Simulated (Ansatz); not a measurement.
System: sum formula BPH$_{3}$, charge 0, multiplicity 2. It need not be the lowest isomer of its formula. SMILES: B[PH]
Geometry from a B3LYP-D3(BJ)/def2-TZVP (Ansatz, a quantum-chemistry and plane-wave program) optimisation:
```xyz
5

B      0.0943    -0.3580    -1.2104
H     -0.6078     0.0790    -2.0676
H      0.8731    -1.2208    -1.4761
P     -0.1324     0.1823     0.5783
H      1.2493     0.1979     0.9212
```
Charge 0, spin multiplicity 2.

Wanted: atomisation energy (electronic, to ground-state atoms), in eV. Correlated levels leave the core frozen unless marked. Open shells are spin-unrestricted. Spin-orbit coupling is left out. Non-relativistic. The coupled-cluster limit lacks core correlation, which all-electron functionals hold. CBS(X,Y): correlation extrapolated as X^-3; Hartree-Fock from the larger set.

```tsv
level	program	atomisation energy (eV)
B3LYP-D3(BJ)/def2-TZVPD	Ansatz + dftd3	(withheld)
BHLYP-D3(BJ)/def2-TZVPD	Ansatz + dftd3	14.35
LC-wPBE/def2-TZVPD	Ansatz	(withheld)
wB97M-V/def2-TZVPD	Ansatz	(withheld)
SCS-MP2/def2-SVPD	Ansatz	13.39
SCS-MP2/def2-TZVPP	Ansatz	13.88
CCSD/def2-SVP	Ansatz	13.15
CCSD(T)/CBS(cc-pV(T+d)Z,cc-pV(Q+d)Z)	Ansatz	14.18
```

### Question
Complete the blanks.

### Answer

- B3LYP-D3(BJ)/def2-TZVPD, atomisation energy (eV): 14.61
- LC-wPBE/def2-TZVPD, atomisation energy (eV): 14.21
- wB97M-V/def2-TZVPD, atomisation energy (eV): 14.47
